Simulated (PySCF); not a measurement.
# A small calculation by hand: entropy of an ideal gas

VOF3, SMILES [O]=[V]([F])([F])[F], multiplicity 1.

Geometry: ωB97X-D3(BJ)/def2-SVP. The spin state was assumed, not searched. The isomer is the one that the SMILES or the coordinates give; other isomers of the formula were not compared.

ωB97X-D3(BJ)/def2-SVP (PySCF 2.14.0) gives the harmonic wavenumbers 213, 213, 272, 332, 332, 771, 853, 853, 1234 cm⁻¹ and the rotational temperatures 0.1901, 0.1901, 0.1632 K. The molar mass is 123.94 g/mol, the symmetry number 3, the spin multiplicity 1.

### Question
Work out the entropy at 298.15 K and 1 atm in the rigid-rotor, harmonic-oscillator model.

### Answer

Translation (Sackur–Tetrode at 1 atm): S = R[1.5 ln M + 2.5 ln T − 1.16487] = 168.9 J/(mol K).
Rotation: q = (√π/σ) T^1.5/√(θA θB θC) = 39600, S = R[ln q + 3/2] = 100.5 J/(mol K).
Vibration: with u = 1.4388 ν/T, each mode gives R[u/(e^u − 1) − ln(1 − e^−u)]:
```
ν (cm⁻¹)  modes     u  S (J/(mol K))
--------  -----  ----  -------------
213           2  1.03          16.89
272           1  1.31           6.63
332           2  1.60          10.46
771           1  3.72           0.97
853           2  4.12           1.41
1234          1  5.95           0.15
```
These are all the modes. Sum 36.5 J/(mol K).
Spin: R ln 1 = 0.0 J/(mol K).
Total 305.9 J/(mol K); the program's own thermochemistry gives 305.9. Translation makes up 55 % and vibration 12 %. Anharmonicity, hindered rotation and orbital degeneracy are left out.
